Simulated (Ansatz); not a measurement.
InN₂⁺. Charge 1, multiplicity 3. Geometry r2SCAN-D4/def2-TZVP, that of the neutral doublet; atoms count from 1.

```xyz
3

In   -0.0423    0.3582    1.8235
N     0.5305    0.0445   -0.9439
N    -0.4882   -0.4028   -0.8796
```

In the def2 sets In takes a core potential; there is no spin–orbit coupling. At PBE0-D4/def2-TZVP a singlet of charge 1 lies 4.92 eV below the triplet at the same geometry. The structure comes from a short search, and lower isomers may exist.

Question: Estimate the Mulliken populations from the PBE0/def2-TZVP orbitals of Ansatz.

Answer: 
```json
{"atom": "In1", "charge (e)": "0.89", "spin (α − β)": "1.87"}
{"atom": "N2", "charge (e)": "0.05", "spin (α − β)": "0.06"}
{"atom": "N3", "charge (e)": "0.05", "spin (α − β)": "0.06"}
```
Mulliken values and Mayer orders depend strongly on the basis.

Question: Where does the spin sit?

Answer: Summed by element: In 1.87, N 0.13, of 2 unpaired in all. Largest on single atoms: In1 1.87, N3 0.06, N2 0.06.

Question: And the Mayer bond orders between bonded heavy atoms (over 0.3)?

Answer: N2–N3 2.51 (1.11 Å).
